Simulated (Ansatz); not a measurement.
Mulliken charges of CH4F2GeOSe, SMILES `C[O][Ge]([F])([F])[SeH]` from r2SCAN/def2-TZVPP in Ansatz (PBE0-D4/def2-TZVP geometry).

```tsv
atom	x (Å)	y (Å)	z (Å)	charge (e)
C1	-0.057	-1.844	0.115	-0.010
O2	-0.277	-0.680	-0.672	-0.402
Ge3	0.044	0.899	-0.017	1.001
F4	1.693	1.018	0.467	-0.353
F5	-0.777	1.077	1.487	-0.353
Se6	-0.552	2.471	-1.590	-0.194
H7	0.998	-1.949	0.386	0.077
H8	-0.352	-2.700	-0.492	0.068
H9	-0.662	-1.831	1.026	0.079
H10	-0.058	3.539	-0.709	0.088
```

Question: By hand: the dipole of these point charges (1 e Å = 4.8032 D).

Answer: Σ q r = (-0.065, -0.194, -0.114) e Å, of length 0.234 e Å = 1.12 D.

Question: How does the dipole of the full density compare? (Estimate.)

Answer: The calculation gave: (-0.078, -0.052, -0.172) e Å, 0.94 D; the point charges give 1.19 times that, at 41° from its direction.

Point charges leave out the atoms' own dipoles, such as those of lone pairs, and Mulliken's split depends on the basis, so the two needn't agree.
